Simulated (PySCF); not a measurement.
Isomers C6H8ClFO:

A. `C[C@H]1[C@@H](C(=O)Cl)C[C@@H]1F`
B. `ClC([C@]1(C)C[C@@]1(C)F)=O`
C. `C=C[C@@H](C)[C@H](F)C(=O)Cl`

Spectrum 1. ¹H NMR (400 MHz, computed): δ 5.63 (m, 1H), 5.58 (m, 1H), 5.40 (m, 1H), 4.53 (m, 1H), 2.57 (m, 1H), 1.35 (d, 3H). ¹³C{¹H} NMR (computed): δ 184.8 (C), 144.6 (CH), 126.5 (CH2), 101.0 (CH), 49.8 (CH), 20.5 (CH3).

Spectrum 2. ¹H NMR (400 MHz, computed): δ 1.78 (m, 3H), 1.76 (s, 3H), 1.47 (m, 1H), 1.28 (m, 1H). ¹³C{¹H} NMR (computed): δ 187.2 (C), 91.3 (C), 39.8 (C), 32.3 (CH2), 19.9 (CH3), 16.9 (CH3).

Spectrum 3. ¹H NMR (400 MHz, computed): δ 4.66 (m, 1H), 3.43 (m, 1H), 2.99 (m, 1H), 2.96 (m, 1H), 2.22 (m, 1H), 1.33 (d, 3H). ¹³C{¹H} NMR (computed): δ 188.0 (C), 93.6 (CH), 47.6 (CH), 45.1 (CH), 32.0 (CH2), 17.0 (CH3).

Level of theory: NMR shieldings at PBE0/pcSseg-1/GIAO, geometry: GFN2-xTB, in PySCF 2.14.0 with density-fitted response routines (in vacuum, averaged over atoms made equivalent by symmetry, fast rotation or ring inversion, single conformer, non-relativistic).

δ = σ(ref) − σ, references computed at the same level: TMS for ¹H, ¹³C. Splittings of carbon signals by F and P are missing where no couplings were computed. Where no couplings were computed, multiplicities follow the n + 1 count of equivalent neighbours, and m marks all less simple cases (inequivalent or close neighbours, rings, F or P nearby). Shifts are as computed. Against solution values, carbons near 30 ppm lie about +3 ppm off and those near 130 ppm about +5 ppm; carbons on Cl a further +6 ppm. Of 1211 compounds with measured shifts, 218 miss one by over three times the rms of a fit or turn the order of signals round; such compounds aren't used in these exercises. Carbons bonded to Cl come out too deshielded.

Problem. Which spectrum belongs to which compound?

Solution. 1–C, 2–B, 3–A.

- Spectrum 1 (C): 6 ¹³C signals; δC 144.6 is an alkene CH; δC 126.5 is a terminal =CH2 carbon.
- Spectrum 2 (B): 6 ¹³C signals; δC 91.3 is a three-membered-ring carbon; δC 39.8 is a three-membered-ring carbon.
- Spectrum 3 (A): 6 ¹³C signals; δC 93.6 is an sp3 CH bonded to F; δC 47.6 is an sp3 CH α to a carbonyl.
